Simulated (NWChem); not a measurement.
Species: SbBr2Cl; SMILES [Cl][Sb]([Br])[Br]

```xyz
4

Sb    -0.4992     0.6316     0.0000
Cl    -2.1473    -1.0676     0.0000
Br     0.9027    -0.2152    -1.9114
Br     0.9027    -0.2152     1.9114
```
Atoms are numbered in this order, from 1.

Level: PBE0/def2-SVP with def2 effective core potentials on Sb (NWChem), optimised geometry, unscaled harmonic frequencies. This build's default masses of Se (78.918 u) and Br (79.917 u) are each other's, which moves their modes by up to 0.6 %. def2 effective core potentials on Sb; no spin-orbit coupling.

| frequency (cm⁻¹) | IR intensity (km/mol) |
|---|---|
| 78 | 0.4 |
| 97 | 0.9 |
| 117 | 2.3 |
| 256 | 49.4 |
| 259 | 24.3 |
| 373 | 54.0 |

```json
{
 "zero_point_energy": "1.7 kcal/mol",
 "thermal correction to the enthalpy at 298.15 K (with zero-point energy)": "6.3 kcal/mol",
 "heat capacity Cv": "16.8 cal/(mol K)",
 "entropy at 298.15 K and 1 atm (symmetry number 1)": "89.0 cal/(mol K)"
}
```

Rigid rotor and harmonic oscillator; modes under 100 cm⁻¹ make the entropy uncertain.
